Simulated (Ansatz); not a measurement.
# A geometry optimisation of BFH3InSi2 with PBE0-D3(BJ)/def2-SVP

The starting geometry of this gas-phase singlet was optimised with GFN2-xTB.

```
atom    x (Å)    y (Å)    z (Å)
   B   1.2792  -0.1164   0.3097
   F  -1.7325  -0.3129  -0.6832
  In  -2.6226   1.4619   0.3620
  Si   0.1148   1.2038   0.9584
  Si   0.4000  -1.3052  -0.8766
   H   0.2637  -1.2598  -2.3584
   H   2.4244  -0.2240   0.5782
   H  -0.1804  -2.6551  -0.6386
```

Predict what it relaxes into with PBE0-D3(BJ)/def2-SVP.

It rearranges, giving a structure given below by its coordinates. Contacts that open: F2–In3 (2.24 → 2.69 Å). Contacts that close: F2–Si5 (2.36 → 1.69 Å).

The energy falls by 1.55 eV over 29 steps:

```json
{"step": "1", "E − E(last) (eV)": "1.553"}
{"step": "4", "E − E(last) (eV)": "0.253"}
{"step": "7", "E − E(last) (eV)": "0.156"}
{"step": "10", "E − E(last) (eV)": "0.144"}
{"step": "13", "E − E(last) (eV)": "0.119"}
{"step": "17", "E − E(last) (eV)": "0.005"}
{"step": "20", "E − E(last) (eV)": "0.002"}
{"step": "23", "E − E(last) (eV)": "0.000"}
{"step": "26", "E − E(last) (eV)": "0.000"}
{"step": "29", "E − E(last) (eV)": "0.000"}
```

Final geometry (Å):

```xyz
8

B     1.0509    0.0388    0.3544
F    -1.6516   -0.8646   -0.5125
In   -1.7161    1.8160   -0.3537
Si   -0.1536    0.5552    1.6635
Si   -0.0194   -1.2334   -0.7544
H     0.1657   -0.9846   -2.2236
H     2.2001    0.1717    0.0049
H     0.0705   -2.7067   -0.5270
```

Frequencies at the end are all real (lowest 45 cm⁻¹). Atoms past krypton carry core potentials, without spin–orbit terms. Run with Ansatz 0.2.0, 120 s on 2 threads of Intel(R) Xeon(R) Platinum 8375C CPU @ 2.90GHz (Ice Lake), with other jobs on the host.
